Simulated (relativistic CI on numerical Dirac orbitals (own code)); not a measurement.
**Hf18+: q coefficients and field-shift factors**

These numbers are calculated, not measured: Dirac-Coulomb-Breit CI, KLI orbitals optimised for each configuration, derivatives by finite differences, unscaled Slater integrals, QED left out (own radial code, finite nucleus).

Configuration list (outside the closed core [Ar] 3d10 4p6 4d10): 4s2 4f8, 4s 4f9, 4f10. Levels of other configurations are missing.

With x = (α/α₀)² − 1 an excitation energy changes as ω = ω₀ + qx; K = 2q/ω₀ is the relative enhancement. Terms are leading LS components, so labels can repeat. The field-shift factor is F = δν/δ⟨r²⟩ for the transition from the lowest level.

Lowest level 4s2 4f8 7F_6.

```csv
Level,ω₀ (cm⁻¹),q (cm⁻¹),F (GHz/fm²)
4s2 4f8 7F_5,6721.1,7611,0.341
4s2 4f8 7F_4,9666.9,7122,0.347
4s2 4f8 7F_3,12820.6,11110,0.522
4s2 4f8 7F_2,14788.4,12370,0.585
4s2 4f8 7F_1,16267.4,14200,0.665
4s2 4f8 7F_0,16939.5,14750,0.691
4s2 4f8 5D_4,37845.1,19.29,0.341
4s2 4f8 5G_6,47968.3,-8454,0.127
4s2 4f8 5L_10,48772.0,399.8,0.496
4s2 4f8 5L_9,53798.8,6031,0.745
4s2 4f8 5G_5,53848.2,2326,0.581
4s2 4f8 5G_4,54242.8,-890.5,0.463
4s2 4f8 5L_7,55088.1,126.2,0.524
```

At this charge energies of transitions that change n are usually good to better than 1 %, and those within a shell (Δn = 0) to a few per cent. Terms inside the open d or f shell come out 10 to 20 % too wide with unscaled integrals.

Q: Which transition from the lowest level has the largest |K|?

A: 4s2 4f8 7F_5 at 6721.1 cm⁻¹, K = 2.26.
